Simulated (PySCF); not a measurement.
Vertical excitations of a molecule C4H6Si from TDA-PBE/def2-SVPD run with PySCF, as energy in eV (oscillator strength): 5.30 (0.002), 5.39 (0.016), 5.98 (0.000), 6.03 (0.011), 6.12 (0.014), 6.22 (0.001), 6.29 (0.001), 6.53 (0.003), 6.97 (0.062), 7.09 (0.070). Lowest triplet (TDA): 4.33 eV. The structure is a stationary point at PBE0-D3(BJ)/def2-SVP. One conformer was computed; it need not be the lowest.

Question: Pick the molecule that these values belong to.
A. C#CC(=C)[SiH3]
B. C=CC#C[SiH3]
C. C#C[SiH2]C=C
D. C#C/C=C/[SiH3]

Answer: C, C#C[SiH2]C=C
